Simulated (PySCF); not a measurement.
C6H9N3S: full NMR table

| Quantity | Value |
| --- | --- |
| Formula | C6H9N3S |
| SMILES | C=Cn1nc(C)c(SC)n1 |
| Degrees of unsaturation | 4 |
| Carbon signals | 6 |
| Proton signals | 5 |

Mapped SMILES: `[CH2:1]=[CH:2][n:3]1[n:4][c:5]([CH3:6])[c:7]([S:8][CH3:9])[n:10]1`. Each H is labelled by its parent atom. Ha(C1) is cis to N3; Hb(C1) is trans to N3.

Relativity neglected, one computed conformer, no solvent, one averaged value for each set of equivalent atoms. B97-2/pcSseg-1 with gauge-including orbitals; coordinates at the PBE0-D3(BJ)/def2-SVP level; PySCF.

δ = σ(ref) − σ, references computed at the same level: 1H (σ = 31.38 ppm) and 13C (σ = 183.69 ppm) vs TMS; NH3 for 15N (σ = 262.91 ppm); 33S (σ = 499.83 ppm) vs CS2.

```tsv
carbon	δC, type	δH (multiplicity)	HMBC from (2–3 bonds)	span of the C tensor (ppm)
C1	101.9, CH2	Ha(C1) 5.92 (m); Hb(C1) 4.89 (m)	H(C2)	185
C2	136.5, CH	6.95 (m)	Ha(C1), Hb(C1)	174
C5	141.7, C	–	H(C6)	147
C6	12.0, CH3	2.25 (s)	–	28
C7	148.6, C	–	H(C9), H(C6)	134
C9	18.5, CH3	2.51 (s)	–	23
```

Other nuclei:
| atoms | nucleus | environment | δ (ppm) | σ (ppm) |
| --- | --- | --- | --- | --- |
| N4 | 15N | pyridine-type nitrogen of an azole | 355.4 | -92.5 |
| N10 | 15N | pyridine-type nitrogen of an azole | 323.8 | -60.9 |
| N3 | 15N | pyrrole-type ring nitrogen | 275.3 | -12.4 |
| S8 | 33S | sulfide sulfur | -34 | 533.9 |

1. Carbon types of the structure: 2 × C, 1 × CH, 1 × CH2, 2 × CH3, which accounts for all hydrogens.
2. δC 148.6: aromatic carbon bearing sulfur.
3. δC 141.7: substituted aromatic carbon next to a ring nitrogen.
4. δC 136.5: alkene CH; the olefinic region.
5. δC 101.9: terminal =CH2 carbon; the olefinic region.
6. δC 12.0: methyl carbon on an aromatic ring; a saturated carbon with 1 carbon neighbour and no heteroatom attached.

Shifts are as computed. Against solution values, carbons near 30 ppm lie about +1 ppm off and those near 130 ppm about +2 ppm. Of 1313 compounds with measured shifts, 239 miss one by over three times the rms of a fit or turn the order of signals round; such compounds aren't used in these exercises. Experimental scales use liquid or dissolved standards, which lie at an offset from isolated NH3 (liquid NH3: subtract about 20 ppm). Unscaled 15N shifts of sp2 nitrogen come out 20 to 40 ppm too high even then. No couplings were computed; multiplicities are counted from neighbouring protons, with m where these are inequivalent, close in shift, in a saturated or five-membered ring or joined by F or P, and br s for small geminal =CH2 splittings.
